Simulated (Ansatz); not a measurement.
`[SH][Zr]([SH])([Cl])[Cl]` at its PBE0-D4/def2-TZVP geometry, where that method's forces vanish. Total charge 0; spin multiplicity 1. Zr takes the def2 core potential.

```xyz
7

S     1.2091   -1.8575    0.7820
Zr   -0.2505    0.0089    0.3460
S    -0.4287    0.0724   -2.0621
Cl   -2.3352   -0.3849    1.2986
Cl    0.6948    2.0079    1.0805
H     2.2689   -1.0533    0.5501
H    -1.1583    1.2064   -1.9951
```

Q: What forces (eV/Å) does r2SCAN-D4/def2-TZVPP give on these atoms in Ansatz? (Estimate.)

A: Ansatz gave: 
```
S1   0.092 -0.131  0.036
Zr2  0.016  0.020 -0.007
S3  -0.009  0.002 -0.150
Cl4 -0.144 -0.030  0.068
Cl5  0.059  0.134  0.051
H6  -0.011  0.005 -0.003
H7  -0.003  0.000  0.006
```
